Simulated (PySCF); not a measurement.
Isomers of CH10O2Si3, mass 137.999 u with the commonest isotopes. Method used: PBE0-D3(BJ)/def2-SVP geometry optimisation, gas phase in PySCF. One conformer each, none proved a minimum here; rigid rotors.

**Question.** Order these by out-of-plane moment Σ m c² = (Ia + Ib − Ic)/2, largest first.
A. `[CH3:1][Si@H:2]([SiH3:3])[O:4][SiH2:5][OH:6]` with C1–Si2–O4–Si5 73°, Si2–O4–Si5–O6 -58°, O4–Si5–O6–H -69°
B. `[OH:1][SiH2:2][O:3][SiH2:4][CH2:5][SiH3:6]` with H–O1–Si2–O3 -64°, O1–Si2–O3–Si4 -170°, Si2–O3–Si4–C5 16°, O3–Si4–C5–Si6 -55°
C. `[OH:1][Si@H:2]([CH2:3][SiH3:4])[O:5][SiH3:6]` with H–O1–Si2–C3 55°, O1–Si2–C3–Si4 -65°, O1–Si2–O5–Si6 141°

**Answer.** A (69.43 u·Å²), C (46.75 u·Å²), B (18.50 u·Å²).

**Question.** Order these by dipole moment, smallest first.
A. `[OH:1][Si@H:2]([CH2:3][SiH3:4])[O:5][SiH3:6]` with H–O1–Si2–C3 55°, O1–Si2–C3–Si4 -65°, O1–Si2–O5–Si6 141°
B. `[CH3:1][Si@H:2]([SiH3:3])[O:4][SiH2:5][OH:6]` with C1–Si2–O4–Si5 73°, Si2–O4–Si5–O6 -58°, O4–Si5–O6–H -69°
C. `[OH:1][SiH2:2][O:3][SiH2:4][CH2:5][SiH3:6]` with H–O1–Si2–O3 -64°, O1–Si2–O3–Si4 -170°, Si2–O3–Si4–C5 16°, O3–Si4–C5–Si6 -55°

**Answer.** C (1.19 D), A (1.49 D), B (1.85 D).

**Question.** Order these by rotational constant A, smallest first.
A. `[OH:1][Si@H:2]([CH2:3][SiH3:4])[O:5][SiH3:6]` with H–O1–Si2–C3 55°, O1–Si2–C3–Si4 -65°, O1–Si2–O5–Si6 141°
B. `[OH:1][SiH2:2][O:3][SiH2:4][CH2:5][SiH3:6]` with H–O1–Si2–O3 -64°, O1–Si2–O3–Si4 -170°, Si2–O3–Si4–C5 16°, O3–Si4–C5–Si6 -55°
C. `[CH3:1][Si@H:2]([SiH3:3])[O:4][SiH2:5][OH:6]` with C1–Si2–O4–Si5 73°, Si2–O4–Si5–O6 -58°, O4–Si5–O6–H -69°

**Answer.** A (1957 MHz), C (2342 MHz), B (2970 MHz).

```json
{"SMILES": "C[Si@H]([SiH3])O[SiH2]O", "point group": "C1", "Ia (u·Å²)": "215.76", "Ib (u·Å²)": "460.06", "Ic (u·Å²)": "536.95", "κ": "-0.78", "μa (D)": "0.60", "μb (D)": "1.75", "μc (D)": "0.11"}
{"SMILES": "O[SiH2]O[SiH2]C[SiH3]", "point group": "C1", "Ia (u·Å²)": "170.18", "Ib (u·Å²)": "553.81", "Ic (u·Å²)": "686.98", "κ": "-0.84", "μa (D)": "0.75", "μb (D)": "0.71", "μc (D)": "0.59"}
{"SMILES": "O[Si@H](C[SiH3])O[SiH3]", "point group": "C1", "Ia (u·Å²)": "258.20", "Ib (u·Å²)": "384.26", "Ic (u·Å²)": "548.97", "κ": "-0.24", "μa (D)": "0.68", "μb (D)": "1.29", "μc (D)": "0.31"}
```
